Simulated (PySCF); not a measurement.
cyclopropane (C$_{3}$H$_{6}$), singlet, geometry from GFN2-xTB; BLYP/STO-3G (PySCF).

The PySCF input:
```python
from pyscf import gto, scf, dft

mol = gto.M(
    atom='''
C    -0.001647    0.863879    0.014277
C     0.749028   -0.430640    0.000480
C    -0.747382   -0.433240   -0.014757
H    -0.011940    1.440071    0.926921
H     0.006394    1.469948   -0.878830
H     1.270736   -0.710376   -0.902067
H     1.252402   -0.740253    0.903684
H    -1.267963   -0.744633    0.878021
H    -1.249629   -0.714756   -0.927730
''',
    basis='sto-3g',
    charge=0,
    spin=0,
    verbose=4,
)

mf = dft.RKS(mol)
mf.xc = 'blyp'
mf.kernel()
```

Question: Write the output that PySCF gives for this input, abridged.

Answer: 
```
PySCF version 2.14.0

[INPUT] verbose = 4
[INPUT] num. atoms = 9
[INPUT] num. electrons = 24
[INPUT] charge = 0
[INPUT] spin (= nelec alpha-beta = 2S) = 0
[INPUT] symmetry False subgroup None
[INPUT] Mole.unit = angstrom
[INPUT] Symbol           X                Y                Z      unit          X                Y                Z       unit  Magmom
[INPUT]  1 C     -0.001647000000   0.863879000000   0.014277000000 AA   -0.003112378927   1.632494714763   0.026979619880 Bohr   0.0
[INPUT]  2 C      0.749028000000  -0.430640000000   0.000480000000 AA    1.415457779631  -0.813791658283   0.000907068540 Bohr   0.0
[INPUT]  3 C     -0.747382000000  -0.433240000000  -0.014757000000 AA   -1.412347290430  -0.818704946207  -0.027886688420 Bohr   0.0
[INPUT]  4 H     -0.011940000000   1.440071000000   0.926921000000 AA   -0.022563329927   2.721339789929   1.751626829108 Bohr   0.0
[INPUT]  5 H      0.006394000000   1.469948000000  -0.878830000000 AA    0.012082908840   2.777799137352  -1.660748010052 Bohr   0.0
[INPUT]  6 H      1.270736000000  -0.710376000000  -0.902067000000 AA    2.401343016625  -1.342416085464  -1.704659576008 Bohr   0.0
[INPUT]  7 H      1.252402000000  -0.740253000000   0.903684000000 AA    2.366696777858  -1.398875432888   1.707715263151 Bohr   0.0
[INPUT]  8 H     -1.267963000000  -0.744633000000   0.878021000000 AA   -2.396102806082  -1.407152433313   1.659219221617 Bohr   0.0
[INPUT]  9 H     -1.249629000000  -0.714756000000  -0.927730000000 AA   -2.361456567314  -1.350693085890  -1.753155617543 Bohr   0.0

nuclear repulsion = 76.1501070915417
number of shells = 15
number of NR pGTOs = 63
number of NR cGTOs = 21
basis = sto-3g
ecp = {}

******** <class 'pyscf.dft.rks.RKS'> ********
method = RKS
initial guess = minao
damping factor = 0
level_shift factor = 0
DIIS = <class 'pyscf.scf.diis.CDIIS'>
diis_start_cycle = 1
diis_space = 8
diis_damp = 0
SCF conv_tol = 1e-09
SCF conv_tol_grad = None
SCF max_cycles = 50
direct_scf = True
direct_scf_tol = 1e-13
XC library pyscf.dft.libxc version 7.1.2
    S. Lehtola, C. Steigemann, M. J. T. Oliveira, and M. A. L. Marques,  SoftwareX 7, 1–5 (2018)
XC functionals = blyp
    A. D. Becke,  Phys. Rev. A 38, 3098 (1988)
    C. Lee, W. Yang, and R. G. Parr,  Phys. Rev. B 37, 785 (1988)
    B. Miehlich, A. Savin, H. Stoll, and H. Preuss,  Chem. Phys. Lett. 157, 200 (1989)
radial grids:
    Treutler-Ahlrichs [JCP 102, 346 (1995); DOI:10.1063/1.469408] (M4) radial grids

becke partition: Becke, JCP 88, 2547 (1988); DOI:10.1063/1.454033
pruning grids: <function nwchem_prune>
grids dens level: 3
symmetrized grids: False
atomic radii adjust function: <function treutler_atomic_radii_adjust>
small_rho_cutoff = 0
Set gradient conv threshold to 3.16228e-05
Initial guess from minao.
tot grids = 101208
init E= -116.59806834774
  HOMO = -0.288850863738674  LUMO = 0.148794255996763  gap/eV = 11.90893
cycle= 1 E= -116.371449332914  delta_E= 0.227  |g|= 0.14  |ddm|= 3.61
  HOMO = -0.179912792831201  LUMO = 0.268134299529613  gap/eV = 12.19198
cycle= 2 E= -116.37323329923  delta_E= -0.00178  |g|= 0.119  |ddm|= 0.366
  HOMO = -0.208084038495906  LUMO = 0.2370950289506  gap/eV = 12.11394
cycle= 3 E= -116.377874726258  delta_E= -0.00464  |g|= 0.00447  |ddm|= 0.171
  HOMO = -0.207196705266409  LUMO = 0.23768383017324  gap/eV = 12.10582
cycle= 4 E= -116.377882102035  delta_E= -7.38e-06  |g|= 0.00032  |ddm|= 0.00826
  HOMO = -0.207250247554251  LUMO = 0.237662302778929  gap/eV = 12.10669
cycle= 5 E= -116.377882143616  delta_E= -4.16e-08  |g|= 1.62e-06  |ddm|= 0.000614
  HOMO = -0.207250423430528  LUMO = 0.23766223538604  gap/eV = 12.10669
cycle= 6 E= -116.377882143615  delta_E= 2.84e-13  |g|= 1.8e-06  |ddm|= 4.28e-06
  HOMO = -0.207250201206129  LUMO = 0.237662240824287  gap/eV = 12.10668
Extra cycle  E= -116.377882143615  delta_E= 9.09e-13  |g|= 2.51e-06  |ddm|= 5.5e-06
converged SCF energy = -116.377882143615
```
